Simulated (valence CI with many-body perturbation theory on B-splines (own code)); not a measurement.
Cd⁶⁺: M1 decay

Calculated by configuration interaction combined with many-body perturbation theory (CI+MBPT): six valence electrons over a frozen Dirac-Fock core [Kr], radial functions for each j: 7 s, 7 p, 8 d, 6 f, 4 g, 1 h, with the one-electron correlation potential Σ1, the two-electron term Σ2, the three-electron term Σ3, Breit, model QED; selected CI, second order for the rest, scaled by the run's own slope (own B-spline code, finite nucleus).

No measured spectrum was set against this ion. As an estimate, terms of the open shell hold to 2 to 4 % of their energy, and close levels can change places; different configurations can be misplaced against each other by 1,000 to 8,000 cm⁻¹. Among the levels kept, up to 840 cm⁻¹ of a level comes from second order outside the variational space, and about a tenth of that is noise between levels of different J, which matters for small intervals. Only levels of the ground parity were solved; by the run's estimate the other parity begins above the list, which can be wrong where configurations are misplaced.

Lines 1 to 50 of 109 in falling wavelength, among levels below 58629 cm⁻¹, chosen from the decays that carry over 1 % of a level's rate. Wavelengths and rates use the calculated energies, so an error of 2000 cm⁻¹ moves a line at 3359 nm by 67 % and its rate by three times that or more. S is in atomic units (e²a₀⁴ for E2 and M2, e²a₀⁶ for E3), for M1 in squared Bohr magnetons. Weak lines are less certain than strong ones. Lines between different terms over intervals too small for the method are left out, as are lines whose strength nearly cancels. Intervals below about 2000 cm⁻¹, as at the head of this list, are uncertain by tens of per cent. The highest levels of a list are the least certain.

Names give the largest LS component (configuration and term), which can be under half, so a name can repeat, a term be missing and a line seem to break the LS rules; names also repeat where a configuration has a term twice. Letters in brackets count levels of one name in rising energy.

| λ vac (nm) | Upper | Lower | Type | A (s⁻¹) | S (a.u.) |
| --- | --- | --- | --- | --- | --- |
| 18420 | 4d6 5D_0 | 4d6 5D_1 | M1 | 2.47e-02 | 5.74e+00 |
| 8122 | 4d6 5D_1 | 4d6 5D_2 | M1 | 1.67e-01 | 9.94e+00 |
| 6861 | 4d6 5D_2 | 4d6 5D_3 | M1 | 1.89e-01 | 1.13e+01 |
| 6537 | 4d6 3H_5 | 4d6 3H_4 [a] | M1 | 5.43e-02 | 6.19e+00 |
| 4996 | 4d6 3G_4 | 4d6 3G_5 | M1 | 1.46e-01 | 6.08e+00 |
| 3359 | 4d6 3G_5 | 4d6 3H_4 [b] | M1 | 1.80e-01 | 2.78e+00 |
| 3035 | 4d6 5D_3 | 4d6 5D_4 | M1 | 1.22e+00 | 8.84e+00 |
| 2285 | 4d6 3H_4 [b] | 4d6 3H_5 | M1 | 7.13e-01 | 2.84e+00 |
| 2140 | 4d6 3D_1 | 4d6 3P_0 [a] | M1 | 2.74e-01 | 2.99e-01 |
| 2008 | 4d6 3G_4 | 4d6 3H_4 [b] | M1 | 5.39e-01 | 1.46e+00 |
| 1963 | 4d6 3F_3 | 4d6 3H_4 [a] | M1 | 1.75e+00 | 3.45e+00 |
| 1920 | 4d6 3D_1 | 4d6 3P_1 [a] | M1 | 1.22e+00 | 9.57e-01 |
| 1776 | 4d6 3G_3 | 4d6 3F_2 | M1 | 1.27e+00 | 1.85e+00 |
| 1727 | 4d6 3G_4 | 4d6 3F_3 | M1 | 1.46e-01 | 2.51e-01 |
| 1693 | 4d6 3H_4 [b] | 4d6 3H_4 [a] | M1 | 3.75e+00 | 6.07e+00 |
| 1680 | 4d6 3G_3 | 4d6 3H_4 [b] | M1 | 2.68e-01 | 3.31e-01 |
| 1629 | 4d6 1I_6 | 4d6 3G_5 | M1 | 1.02e-01 | 2.13e-01 |
| 1478 | 4d6 3G_3 | 4d6 3F_3 | M1 | 2.29e+00 | 1.92e+00 |
| 1360 | 4d6 3G_5 | 4d6 3H_5 | M1 | 1.88e+00 | 1.93e+00 |
| 1297 | 4d6 3G_5 | 4d6 3H_6 | M1 | 3.41e+00 | 3.04e+00 |
| 1260 | 4d6 1G_4 | 4d6 3G_3 | M1 | 5.07e-01 | 3.38e-01 |
| 1252 | 4d6 3D_2 | 4d6 3F_2 | M1 | 1.69e-01 | 6.15e-02 |
| 1173 | 4d6 3P_1 [a] | 4d6 3P_2 | M1 | 1.51e+01 | 2.72e+00 |
| 1116 | 4d6 1D_2 | 4d6 3D_1 | M1 | 8.50e-01 | 2.19e-01 |
| 1099 | 4d6 1S_0 | 4d6 3D_1 | M1 | 1.41e+00 | 6.92e-02 |
| 1096 | 4d6 3D_2 | 4d6 3F_3 | M1 | 8.81e-01 | 2.15e-01 |
| 1069 | 4d6 3G_4 | 4d6 3H_5 | M1 | 1.75e+00 | 7.13e-01 |
| 1065 | 4d6 1D_2 | 4d6 3D_3 | M1 | 1.76e+00 | 3.95e-01 |
| 997.0 | 4d6 3D_3 | 4d6 3F_3 | M1 | 5.63e-01 | 1.45e-01 |
| 981.6 | 4d6 3P_1 [b] | 4d6 1S_0 | M1 | 4.90e+00 | 5.15e-01 |
| 971.2 | 4d6 1D_2 | 4d6 3D_2 | M1 | 4.12e-01 | 7.00e-02 |
| 968.5 | 4d6 3P_1 [b] | 4d6 1D_2 | M1 | 8.92e-01 | 9.01e-02 |
| 916.5 | 4d6 1G_4 | 4d6 3G_5 | M1 | 1.42e+00 | 3.64e-01 |
| 843.4 | 4d6 3G_3 | 4d6 3H_4 [a] | M1 | 1.48e+00 | 2.31e-01 |
| 840.8 | 4d6 1F_3 | 4d6 3D_3 | M1 | 6.49e-01 | 1.00e-01 |
| 806.6 | 4d6 3D_2 | 4d6 3P_2 | M1 | 2.50e+00 | 2.44e-01 |
| 790.3 | 4d6 1D_2 | 4d6 3G_3 | M1 | 1.42e+00 | 1.30e-01 |
| 781.1 | 4d6 1F_3 | 4d6 3D_2 | M1 | 7.98e-01 | 9.87e-02 |
| 751.5 | 4d6 3D_3 | 4d6 3P_2 | M1 | 3.20e+00 | 3.52e-01 |
| 741.2 | 4d6 1I_6 | 4d6 3H_5 | M1 | 2.55e+00 | 5.00e-01 |
| 728.3 | 4d6 3D_1 | 4d6 3P_2 | M1 | 1.57e+00 | 6.76e-02 |
| 722.2 | 4d6 1I_6 | 4d6 3H_6 | M1 | 5.14e+00 | 9.34e-01 |
| 720.0 | 4d6 1G_4 | 4d6 3H_4 [b] | M1 | 1.36e+01 | 1.69e+00 |
| 705.7 | 4d6 1D_2 | 4d6 3P_1 [a] | M1 | 2.50e+00 | 1.63e-01 |
| 698.9 | 4d6 1S_0 | 4d6 3P_1 [a] | M1 | 3.30e+01 | 4.17e-01 |
| 680.2 | 4d6 1G_4 | 4d6 3F_3 | M1 | 4.04e+00 | 4.24e-01 |
| 661.2 | 4d6 3D_3 | 4d6 3H_4 [a] | M1 | 9.34e-01 | 7.00e-02 |
| 659.7 | 4d6 1F_3 | 4d6 3G_3 | M1 | 2.85e-01 | 2.13e-02 |
| 619.9 | 4d6 1F_3 | 4d6 3G_4 | M1 | 1.42e+00 | 8.76e-02 |
| 569.7 | 4d6 3P_2 | 4d6 5D_1 | M1 | 4.95e+00 | 1.70e-01 |
